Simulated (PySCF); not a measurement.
CrH3O3, SMILES [OH][Cr]([OH])[OH] (connectivity only; charge and spin as stated), neutral, multiplicity 4.

Geometry optimised at PBE0-D3(BJ)/def2-SVP. The multiplicity is an assumed one; other spin states were not compared. The values are those of a single conformer.

These are TDA-PBE0/def2-SVPD (PySCF) values and carry that method's errors.

Vertical excitations. Isolated molecule, no solvent.

**Question.** List the lowest excited states. (An estimate is asked for; the answer gives what the named calculation found.)

**Answer.** 
```json
[
 {"state": "root 1", "energy (eV)": "1.99", "λ (nm)": "624", "f": "0.001", "main pairs": "α HOMO→LUMO 48 %, α HOMO−1→LUMO+1 32 %, α HOMO−2→LUMO 13 %"},
 {"state": "root 2", "energy (eV)": "2.03", "λ (nm)": "611", "f": "0.002", "main pairs": "α HOMO−1→LUMO 46 %, α HOMO→LUMO+1 29 %, α HOMO−2→LUMO+1 17 %"},
 {"state": "root 3", "energy (eV)": "2.24", "λ (nm)": "553", "f": "0.001", "main pairs": "α HOMO→LUMO+1 66 %, α HOMO−1→LUMO 24 %"},
 {"state": "root 4", "energy (eV)": "2.24", "λ (nm)": "552", "f": "0.001", "main pairs": "α HOMO→LUMO 45 %, α HOMO−2→LUMO 31 %, α HOMO−1→LUMO+1 21 %"},
 {"state": "root 5", "energy (eV)": "2.52", "λ (nm)": "491", "f": "0.000", "main pairs": "α HOMO−2→LUMO 53 %, α HOMO−1→LUMO+1 40 %"},
 {"state": "root 6", "energy (eV)": "2.60", "λ (nm)": "477", "f": "0.001", "main pairs": "α HOMO−2→LUMO+1 75 %, α HOMO−1→LUMO 21 %"},
 {"state": "root 7", "energy (eV)": "4.67", "λ (nm)": "266", "f": "0.012", "main pairs": "α HOMO−3→LUMO 93 %"},
 {"state": "root 8", "energy (eV)": "4.77", "λ (nm)": "260", "f": "0.014", "main pairs": "α HOMO−3→LUMO+1 88 %"},
 {"state": "root 9", "energy (eV)": "5.30", "λ (nm)": "234", "f": "0.003", "main pairs": "α HOMO−4→LUMO 73 %, α HOMO−5→LUMO+1 21 %"},
 {"state": "root 10", "energy (eV)": "5.31", "λ (nm)": "233", "f": "0.000", "main pairs": "α HOMO−4→LUMO+1 55 %, α HOMO−5→LUMO 40 %"}
]
```
Unrestricted roots are not spin-pure.
